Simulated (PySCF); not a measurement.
C2H5FGeSi.
Geometry (PBE0-D3(BJ)/def2-SVP, Å), atoms numbered from 1 in this order:
```
atom  x, y, z in Å
F1     3.2391   -0.9234   -0.2383
Ge2    2.3835    0.5836   -0.0756
C3     0.5560    0.1533    0.1834
C4    -0.6271   -0.1112    0.3507
Si5   -2.4039   -0.5115    0.6032
H6     2.5779    1.3485   -1.3878
H7     2.9545    1.2871    1.1588
H8    -3.0491   -0.7437   -0.7205
H9    -2.5154   -1.7378    1.4430
H10   -3.0646    0.6347    1.2909
```

Jobs on this species (10 atoms, 72 electrons) with PySCF (density fitting). Hardware of each: one thread, Arm Neoverse V1 (aarch64) (shared host). The host was shared with other jobs, so the times are rough. Peak memory is the resident size of the whole Python process, interpreter and libraries included.

```csv
level and settings,work,basis functions,SCF cycles,wall time,peak memory
"delta-SCF UKS SCAN, pcX-2 on the ionised atom, pcseg-1 elsewhere, non-relativistic","ΔSCF core ionisation, 5 holes",154,?,?,?
"delta-SCF UKS HF, pcX-2 on the ionised atom, pcseg-1 elsewhere, spin-free X2C","ΔSCF core ionisation, 5 holes",154,?,?,?
"delta-SCF UKS PBE, pcX-2 on the ionised atom, pcseg-1 elsewhere, spin-free X2C","ΔSCF core ionisation, 5 holes",154,?,?,?
"delta-SCF UKS B3LYP, pcX-2 on the ionised atom, pcseg-1 elsewhere, spin-free X2C","ΔSCF core ionisation, 5 holes",154,73,39 s,0.65 GiB
"delta-SCF UKS SCAN, pcX-1 on the ionised atom, pcseg-1 elsewhere, spin-free X2C","ΔSCF core ionisation, 5 holes",134,82,20 s,0.59 GiB
"delta-SCF UKS SCAN, def2-TZVP on the ionised atom, pcseg-1 elsewhere, spin-free X2C","ΔSCF core ionisation, 5 holes",131,84,22 s,0.59 GiB
"delta-SCF UKS PBE0, pcX-2 on the ionised atom, pcseg-1 elsewhere, spin-free X2C","ΔSCF core ionisation, 5 holes",154,73,38 s,0.65 GiB
"delta-SCF UKS SCAN, pcX-2 on the ionised atom, pcseg-1 elsewhere, spin-free X2C","ΔSCF core ionisation, 5 holes",154,84,25 s,0.46 GiB
"PBE0-D3(BJ)/def2-SVP, grid level 1",geometry optimisation from a GFN2-xTB start shaken at random,117,58,46 s,0.48 GiB
```

Q: Fill in the missing figures.

A: 
- delta-SCF UKS SCAN, pcX-2 on the ionised atom, pcseg-1 elsewhere, non-relativistic; ΔSCF core ionisation, 5 holes: 23 s, 0.59 GiB, 84 SCF cycles
- delta-SCF UKS HF, pcX-2 on the ionised atom, pcseg-1 elsewhere, spin-free X2C; ΔSCF core ionisation, 5 holes: 31 s, 0.68 GiB, 85 SCF cycles
- delta-SCF UKS PBE, pcX-2 on the ionised atom, pcseg-1 elsewhere, spin-free X2C; ΔSCF core ionisation, 5 holes: 17 s, 0.59 GiB, 84 SCF cycles

Q: What do all jobs in the table cost together?

A: About 4.3 min; the longest takes about 18 % of that, and about 2.7 times as long as the shortest.
